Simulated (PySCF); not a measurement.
PySCF input (HF/def2-TZVPD):

```python
from pyscf import gto, scf, dft

mol = gto.M(
    atom='''
    B    -0.02219772    0.00787577   -0.00697393
    F     0.37424511   -1.20144413   -0.35675152
    F     0.75011071    0.80252183    0.70999415
    O    -1.25102673    0.44386524   -0.39303925
    ''',
    basis='def2-tzvpd',
    charge=0,
    spin=1,
    verbose=4,
)

mf = scf.UHF(mol).density_fit(auxbasis='def2-universal-jkfit')
mf.conv_tol = 1e-9
mf.max_cycle = 100
mf.max_memory = 1500
mf.kernel()
if not mf.converged:
    mf = mf.newton()
    mf.kernel(mf.make_rdm1())
for _ in range(2):
    mo, _, stable, _ = mf.stability(return_status=True)
    if stable:
        break
    mf.kernel(mf.make_rdm1(mo, mf.mo_occ))
mf.analyze()
```

End of the output:

```
Extra cycle  E= -298.690657111291  delta_E= -4.38e-11  |g|= 3.77e-06  |ddm|= 6.54e-06
converged SCF energy = -298.690657111291  <S^2> = 0.75743244  2S+1 = 2.0074187
uhf_internal: lowest eigs of H = [0.04817498 0.21622011 0.61172897]
<class 'pyscf.df.df_jk.DFUHF'> wavefunction is stable in the internal stability analysis
**** SCF Summaries ****
Total Energy =                        -298.690657111291443
Nuclear Repulsion Energy =             103.223129560008687
One-electron Energy =                 -620.105588513648399
Two-electron Energy =                  218.191801842348298
Two-electron Coulomb Energy =          250.634380651079027
DFT Exchange-Correlation Energy =      -32.442578808730730
HOMO-LUMO gap [eV] =                    16.169416174442631
**** MO energy ****
                             alpha | beta                alpha | beta
MO #1   energy= -26.3389705861732  | -26.3378952573576  occ= 1 | 1
MO #2   energy= -26.338955437193   | -26.3378813415296  occ= 1 | 1
MO #3   energy= -20.6770787616354  | -20.6370235504465  occ= 1 | 1
MO #4   energy= -7.76001402688053  | -7.76201484250594  occ= 1 | 1
MO #5   energy= -1.6706405449539   | -1.6669424908871   occ= 1 | 1
MO #6   energy= -1.64237706812758  | -1.63903490343899  occ= 1 | 1
MO #7   energy= -1.44347549480243  | -1.28804482926288  occ= 1 | 1
MO #8   energy= -0.842347154716308 | -0.83719716461496  occ= 1 | 1
MO #9   energy= -0.812124184379648 | -0.785872551568492 occ= 1 | 1
MO #10  energy= -0.768445724246775 | -0.748240370637452 occ= 1 | 1
MO #11  energy= -0.746677445303037 | -0.744833769319769 occ= 1 | 1
MO #12  energy= -0.70359990350533  | -0.687574506900077 occ= 1 | 1
MO #13  energy= -0.687790805038196 | -0.678546552415244 occ= 1 | 1
MO #14  energy= -0.665249081631392 | -0.633662292763972 occ= 1 | 1
MO #15  energy= -0.66508204692469  | -0.563215800372376 occ= 1 | 1
MO #16  energy= -0.611174245494922 | 0.0309992889493634 occ= 1 | 0
MO #17  energy= 0.042898035521258  | 0.0435503865837169 occ= 0 | 0
MO #18  energy= 0.0924198982637772 | 0.0930799552330257 occ= 0 | 0
MO #19  energy= 0.0947770612442566 | 0.107892964854709  occ= 0 | 0
MO #20  energy= 0.106675401888004  | 0.110039194030765  occ= 0 | 0
MO #21  energy= 0.133340011245963  | 0.137120720032512  occ= 0 | 0
MO #22  energy= 0.137134985211411  | 0.138545801538172  occ= 0 | 0
MO #23  energy= 0.147692804317535  | 0.147896890867496  occ= 0 | 0
MO #24  energy= 0.165748759720742  | 0.165105579497694  occ= 0 | 0
MO #25  energy= 0.184054624886333  | 0.184167877716722  occ= 0 | 0
MO #26  energy= 0.184569486894594  | 0.186366912004026  occ= 0 | 0
MO #27  energy= 0.195770908146564  | 0.197586338749028  occ= 0 | 0
MO #28  energy= 0.227029176527692  | 0.228001267619707  occ= 0 | 0
MO #29  energy= 0.231831189152615  | 0.233276321834499  occ= 0 | 0
MO #30  energy= 0.24291164283721   | 0.243468860102038  occ= 0 | 0
MO #31  energy= 0.251296286432985  | 0.251902090161539  occ= 0 | 0
MO #32  energy= 0.26199364942125   | 0.264079620370281  occ= 0 | 0
MO #33  energy= 0.265203105696114  | 0.266006799046934  occ= 0 | 0
MO #34  energy= 0.316401850704891  | 0.319338059648766  occ= 0 | 0
MO #35  energy= 0.319746699134482  | 0.341328197909266  occ= 0 | 0
MO #36  energy= 0.34345088070756   | 0.352819638411119  occ= 0 | 0
MO #37  energy= 0.36064785126044   | 0.361991607004056  occ= 0 | 0
MO #38  energy= 0.413084489814819  | 0.413770003566037  occ= 0 | 0
MO #39  energy= 0.432343828327736  | 0.43343393535701   occ= 0 | 0
MO #40  energy= 0.456692714967245  | 0.461248258196399  occ= 0 | 0
MO #41  energy= 0.545517533484982  | 0.561057171820611  occ= 0 | 0
MO #42  energy= 0.564922555922147  | 0.575399307744818  occ= 0 | 0
MO #43  energy= 0.571815926232956  | 0.582392716009788  occ= 0 | 0
MO #44  energy= 0.583946476942536  | 0.584878948061463  occ= 0 | 0
MO #45  energy= 0.606488041222309  | 0.613067910373106  occ= 0 | 0
MO #46  energy= 0.624861004970379  | 0.627227829010772  occ= 0 | 0
MO #47  energy= 0.673515953721735  | 0.676155951292778  occ= 0 | 0
MO #48  energy= 0.675971208402484  | 0.687033437157288  occ= 0 | 0
MO #49  energy= 0.684557217187681  | 0.704509440117314  occ= 0 | 0
MO #50  energy= 0.722394940745026  | 0.726443246056338  occ= 0 | 0
MO #51  energy= 0.723543891883944  | 0.730377480091642  occ= 0 | 0
MO #52  energy= 0.732448439734389  | 0.732882416907388  occ= 0 | 0
MO #53  energy= 0.734527368996818  | 0.734561929994308  occ= 0 | 0
MO #54  energy= 0.736283079756837  | 0.746605951469968  occ= 0 | 0
MO #55  energy= 0.746459860336242  | 0.748065956232755  occ= 0 | 0
MO #56  energy= 0.756654123162633  | 0.758124492863005  occ= 0 | 0
MO #57  energy= 0.789852052833503  | 0.80438457140739   occ= 0 | 0
MO #58  energy= 0.839725853774057  | 0.847922551808761  occ= 0 | 0
MO #59  energy= 0.858014348854318  | 0.858135419012829  occ= 0 | 0
MO #60  energy= 0.914809894343898  | 0.923320581327708  occ= 0 | 0
MO #61  energy= 0.941913446511084  | 0.952976450552068  occ= 0 | 0
MO #62  energy= 0.953655314315945  | 0.992179807147454  occ= 0 | 0
MO #63  energy= 0.993955804002351  | 0.996853196563568  occ= 0 | 0
MO #64  energy= 1.02111157634184   | 1.03090455062296   occ= 0 | 0
MO #65  energy= 1.08774550405895   | 1.09294943296243   occ= 0 | 0
MO #66  energy= 1.13644026229655   | 1.13813782644287   occ= 0 | 0
MO #67  energy= 1.16995145668091   | 1.1700822632354    occ= 0 | 0
MO #68  energy= 1.23106937938609   | 1.23389337549924   occ= 0 | 0
MO #69  energy= 1.23508146671929   | 1.24410681604616   occ= 0 | 0
MO #70  energy= 1.28424427454196   | 1.28265615535927   occ= 0 | 0
MO #71  energy= 1.28582000515773   | 1.29312958552243   occ= 0 | 0
MO #72  energy= 1.36238656049534   | 1.36472902307329   occ= 0 | 0
MO #73  energy= 1.38834069057938   | 1.3999467070082    occ= 0 | 0
MO #74  energy= 1.44081968298236   | 1.44475204619848   occ= 0 | 0
MO #75  energy= 1.44561554982324   | 1.45372155406578   occ= 0 | 0
MO #76  energy= 1.51319785399351   | 1.522062741265     occ= 0 | 0
MO #77  energy= 1.71463306118982   | 1.71610056287243   occ= 0 | 0
MO #78  energy= 1.74379670128245   | 1.74502030773199   occ= 0 | 0
MO #79  energy= 1.89363519129985   | 1.90545827853054   occ= 0 | 0
MO #80  energy= 1.90172011108463   | 1.93663628640171   occ= 0 | 0
MO #81  energy= 2.00447849951461   | 2.03361622847115   occ= 0 | 0
MO #82  energy= 2.01449981433499   | 2.04482807151979   occ= 0 | 0
MO #83  energy= 2.11808865271234   | 2.1513992203789    occ= 0 | 0
MO #84  energy= 2.15140684903538   | 2.16598528652107   occ= 0 | 0
MO #85  energy= 2.16256553256655   | 2.17916940390722   occ= 0 | 0
MO #86  energy= 2.18144241879327   | 2.18156880148378   occ= 0 | 0
MO #87  energy= 2.22772509739686   | 2.24489135393517   occ= 0 | 0
MO #88  energy= 2.26970374310116   | 2.27290932730274   occ= 0 | 0
MO #89  energy= 2.29107596976469   | 2.30163490281786   occ= 0 | 0
MO #90  energy= 2.34754047520707   | 2.35065411632262   occ= 0 | 0
MO #91  energy= 2.47517024231221   | 2.48664125640938   occ= 0 | 0
MO #92  energy= 2.61755935869284   | 2.62417770157955   occ= 0 | 0
MO #93  energy= 2.67234403491356   | 2.67755382064804   occ= 0 | 0
MO #94  energy= 2.69301345179361   | 2.70253148876029   occ= 0 | 0
MO #95  energy= 2.74918612578727   | 2.79057320819387   occ= 0 | 0
MO #96  energy= 2.7829821293818    | 2.79080058313038   occ= 0 | 0
MO #97  energy= 2.83559998773266   | 2.83805741659416   occ= 0 | 0
MO #98  energy= 2.86601832799524   | 2.88863202582749   occ= 0 | 0
MO #99  energy= 3.11223055030039   | 3.11720016214565   occ= 0 | 0
MO #100 energy= 3.13110307834487   | 3.13502153220208   occ= 0 | 0
MO #101 energy= 3.17452206789239   | 3.17750948560004   occ= 0 | 0
MO #102 energy= 3.23033957981007   | 3.23153594647859   occ= 0 | 0
MO #103 energy= 3.25498947607889   | 3.28869636327667   occ= 0 | 0
MO #104 energy= 3.3241699470881    | 3.32605780207962   occ= 0 | 0
[...]
```

It need not be the lowest isomer of its formula.
